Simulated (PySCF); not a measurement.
Mo(NH)2(Cl)(NH2) (ClH₄MoN₃), SMILES [NH]=[Mo](=[NH])([NH2])[Cl], multiplicity 1.

Coordinates come from a r2SCAN-D4/def2-SVP optimisation. The spin state was assumed, not searched. The def2 effective core potentials stand for the cores of Mo; spin–orbit coupling is left out. The values are those of a single conformer.

Method: PBE/def2-TZVP in PySCF.

Symmetry labels are those of the subgroup Cs that the program uses (full group Cs).

Computed valence orbital energies around the gap with their symmetry:
| orbital | symmetry | energy (eV) |
|---|---|---|
| HOMO−7 | A' | -9.05 |
| HOMO−6 | A' | -8.52 |
| HOMO−5 | A" | -8.43 |
| HOMO−4 | A' | -7.40 |
| HOMO−3 | A" | -7.28 |
| HOMO−2 | A' | -7.12 |
| HOMO−1 | A" | -6.52 |
| HOMO | A' | -6.39 |
| LUMO | A' | -2.45 |
| LUMO+1 | A" | -2.28 |
| LUMO+2 | A' | -1.75 |
| LUMO+3 | A' | -1.33 |
